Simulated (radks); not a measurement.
Charge is removed step by step from the 5d up level of Hf2+, starting from [Xe] 4f14 5d(up 2, down 0). Calculated with a radial shooting solver on a logarithmic mesh with Libxc functionals: scalar-relativistic Kohn-Sham, SCAN, spin-polarised, spherical densities, finite nucleus; meta-GGA in the generalised Kohn-Sham scheme; Fermi nuclear charge, rms radius 5.347 fm.

removed (e) = 0: E - E(0) (eV) 0.000; eigenvalue (eV) -17.297; E minus straight line (eV) 0.000
removed (e) = 0.25: E - E(0) (eV) 4.625; eigenvalue (eV) -19.703; E minus straight line (eV) -0.935
removed (e) = 0.5: E - E(0) (eV) 9.856; eigenvalue (eV) -22.189; E minus straight line (eV) -1.263
removed (e) = 0.75: E - E(0) (eV) 15.727; eigenvalue (eV) -24.748; E minus straight line (eV) -0.953
removed (e) = 1: E - E(0) (eV) 22.239; eigenvalue (eV) -27.372; E minus straight line (eV) 0.000

Removing the whole electron costs 22.239 eV by Delta-SCF, against 17.297 eV from minus the eigenvalue at the starting occupation. Slater's transition state (half an electron removed) gives 22.189 eV. Integrating minus the eigenvalue over the occupation (Janak's theorem) gives 22.237 eV. In this scalar-relativistic scheme the density is built from large components alone, so the theorem holds only approximately. The mean slope of the eigenvalue, de/dn, is 10.1 eV per electron. Ionisation energy of Hf2+ in the NIST Atomic Spectra Database: 22.55 eV (theoretical).
